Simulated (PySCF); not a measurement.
# Hg₃: fields on a plane

These are results of PBE0/[Hg def2-TZVP with ECP60], scalar-relativistic core potentials, density fitting, no spin–orbit coupling, PySCF, not measurements.

The singlet minimum has no bonded pair; .

The plane holds Hg1 at (0.00, 0.00), Hg2 at (3.61, 0.00), Hg3 at (1.81, 3.13) Å. Columns run from x = -1.95 to 5.85 Å, rows from y = 5.55 (top) to -1.95 Å, in steps of 0.3 Å. Other isomers or separated fragments may lie lower. Core electrons replaced by a potential are absent, the electrostatic potential uses the reduced nuclear charge, and values within about 0.7 Å of such atoms have no physical meaning.

**Question.** Give the electron localisation function (set to 0 where the density is under 0.005 e/Å³). Every second row and column.

**Answer.** 
```
0.00 0.00 0.00 0.00 0.00 0.00 0.00 0.00 0.00 0.00 0.00 0.00 0.00 0.00
0.00 0.00 0.00 0.00 0.25 0.33 0.35 0.34 0.31 0.00 0.00 0.00 0.00 0.00
0.00 0.00 0.00 0.22 0.34 0.35 0.35 0.35 0.35 0.31 0.00 0.00 0.00 0.00
0.00 0.00 0.00 0.29 0.35 0.41 0.69 0.57 0.35 0.34 0.17 0.00 0.00 0.00
0.00 0.00 0.00 0.26 0.34 0.57 0.00 0.78 0.38 0.33 0.13 0.00 0.00 0.00
0.00 0.00 0.00 0.08 0.31 0.41 0.72 0.60 0.34 0.21 0.03 0.00 0.00 0.00
0.00 0.10 0.12 0.07 0.07 0.26 0.33 0.31 0.16 0.05 0.09 0.12 0.00 0.00
0.17 0.31 0.34 0.33 0.26 0.08 0.07 0.06 0.16 0.31 0.34 0.33 0.28 0.00
0.30 0.35 0.38 0.56 0.47 0.31 0.07 0.20 0.36 0.56 0.47 0.35 0.34 0.20
0.33 0.35 0.56 0.03 0.78 0.37 0.10 0.28 0.55 0.05 0.78 0.38 0.35 0.26
0.33 0.35 0.47 0.78 0.69 0.35 0.09 0.27 0.46 0.78 0.70 0.36 0.35 0.25
0.28 0.35 0.35 0.38 0.36 0.33 0.06 0.20 0.34 0.38 0.36 0.36 0.34 0.00
0.00 0.30 0.34 0.35 0.34 0.24 0.03 0.09 0.31 0.35 0.35 0.33 0.23 0.00
```

**Question.** Give the electrostatic potential (V) (cut at 20 V). Lower edges of the bins (V): '_' -0.01, '.' 0.11, ':' 0.30, '-' 0.60, '=' 1.07, '+' 1.81, '*' 2.99, '#' 4.87, '%' 7.84, '@' 12.54; top 20.0, each point printed twice.

**Answer.** 
```
______________________________________________________
____________________............______________________
________________....::::----::::....__________________
______________..::----==++++==----::..________________
____________..::--==++**####**++==--::..______________
____________..::==**##%%@@@@@@##**==::..______________
__________..::--++##@@@@@@@@@@@@##++--::..____________
__________..::==**%%@@@@@@@@@@@@%%**==::..____________
__________..::==**%%@@@@@@@@@@@@%%**==::..____________
__________..::==**%%@@@@@@@@@@@@%%**==::..____________
__________..::--++##@@@@@@@@@@@@##++--::..____________
________....::--==**##@@@@@@@@##**==--::....__________
____....::::::--==++**########**++==--::::::....______
__....::----==========++++++++==========----::....____
__..::--++++****++++============++++****++++--::..____
..::--++**%%%%%%%%**++==----==++**%%%%%%%%**++--::..__
..--++**%%@@@@@@@@%%**++----++**%%@@@@@@@@%%**++--..__
::--++%%@@@@@@@@@@@@%%++====++##@@@@@@@@@@@@%%++--::..
::==**%%@@@@@@@@@@@@%%**====**%%@@@@@@@@@@@@%%**==::..
::==**%%@@@@@@@@@@@@%%**====**%%@@@@@@@@@@@@%%**==::..
::--++%%@@@@@@@@@@@@%%++====++##@@@@@@@@@@@@%%++--::..
..--==**%%@@@@@@@@%%**++----++**%%@@@@@@@@%%**++--..__
..::--++**%%%%%%%%**++==::::--++**##%%%%%%**++--::..__
__..::--==++****++++--::::::::--==++****++++--::..____
____..::----====----::........::----====----::..______
______....::::::::......____......::::::::....________
```

Spin–orbit coupling, left out here, can matter for elements this heavy.
